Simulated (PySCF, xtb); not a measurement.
CH5GaO, SMILES [OH][GaH][CH3]. One conformer was computed; it need not be the lowest.

Harmonic wavenumbers (cm⁻¹) from xtb 6.7.1 with GFN2-xTB at its own minimum, in rising order: 36, 143, 296, 334, 353, 506, 539, 600, 646, 688, 1239, 1426, 1433, 1616, 2959, 2961, 2985, 3697.

Q: What does PBE0-D3(BJ)/def2-SVP in PySCF give at its own minimum? (The exact figures need the calculation; the answer reports its results.)

A: 47, 171, 374, 488, 586, 592, 705, 716, 771, 802, 1218, 1424, 1429, 1962, 3060, 3160, 3184, 3921. Paired by order, the mean absolute difference is 122 cm⁻¹ and the zero-point energies are 32.1 and 35.2 kcal/mol.
